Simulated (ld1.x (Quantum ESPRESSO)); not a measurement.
**Scattering properties, ultrasoft potential for rubidium**

- Element: Rb
- Generator: ld1.x (Quantum ESPRESSO) 7.5
- Type: ultrasoft
- Functional: PW91
- Relativity: scalar-relativistic
- Frozen core: [Ar] 3d10
- Valence charge: 9
- Reference configuration: 4s2 4p6 4d0 5s0 5p0 (charge +1)
- Partial waves: 4s (bound): rcut 1.95, rcutus 2.65 bohr; 5s (bound, empty): rcut 1.95, rcutus 2.65 bohr; 4p (bound): rcut 2.35, rcutus 2.60 bohr; 5p (bound, empty): rcut 2.35, rcutus 2.60 bohr; 4d (bound, empty): rcut 2.80, rcutus 3.20 bohr; 4d channel at 0.2 Ry: rcut 2.80, rcutus 3.20 bohr
- Local potential: all-electron potential smoothed inside 2.05 bohr (lloc = -2)
- Core correction: none
- Augmentation charge: PSQ, inside the norm-conserving radii

The phase is arctan(r·u′/u) with u = r·R(r), unwrapped; energies in Ry, scanned from -5 to 5 Ry. A pole is an energy at which the radial function vanishes at the test radius. The pseudo phase is shifted by a multiple of π to meet the all-electron one at the reference energy, and phase errors are pseudo minus all-electron; the curves can meet again beyond the range given. Levels narrower than the energy grid can be missing from the lists of poles.

| channel | radius (bohr) | reference energy (Ry) | poles, all-electron | poles, pseudo | unbroken range about the reference energy with phases within 0.05 rad | phase error 1 Ry above the reference energy (rad) |
| --- | --- | --- | --- | --- | --- | --- |
| s | 3.52 | -0.45 | -2.75, 1.15 | -2.75, 1.08, 3.94 | below 1.8 | -0.006 |
| p | 3.52 | -0.27 | -1.52, 1.96 | -1.52, 1.84 | below 2.6 | -0.009 |
| d | 3.52 | -0.28 | 0.25, 3.55 | 0.25, 3.23 | below 1.5 | -0.000 |

Phases in the s channel:

```csv
E (Ry),all-electron,pseudo
-5.00,1.430,1.430
-4.74,1.425,1.425
-4.48,1.420,1.420
-4.22,1.413,1.413
-3.96,1.406,1.406
-3.70,1.397,1.397
-3.44,1.386,1.386
-3.18,1.369,1.369
-2.92,1.318,1.318
-2.66,-1.715,-1.715
-2.40,-1.770,-1.770
-2.14,-1.798,-1.798
-1.88,-1.826,-1.826
-1.62,-1.861,-1.861
-1.36,-1.910,-1.911
-1.10,-1.987,-1.988
-0.84,-2.126,-2.127
-0.58,-2.439,-2.439
-0.32,-3.235,-3.236
-0.06,-4.064,-4.066
0.20,-4.396,-4.400
0.46,-4.544,-4.549
0.72,-4.627,-4.634
0.98,-4.683,-4.694
1.24,-4.726,-4.742
1.50,-4.763,-4.788
1.76,-4.798,-4.841
2.02,-4.835,-4.919
2.28,-4.879,-5.082
2.54,-4.939,-5.777
2.80,-5.030,-7.314
3.06,-5.205,-7.638
3.32,-5.650,-7.746
3.58,-6.670,-7.803
3.84,-7.299,-7.842
4.10,-7.527,-7.873
4.36,-7.634,-7.900
4.62,-7.697,-7.927
4.88,-7.739,-7.955
```
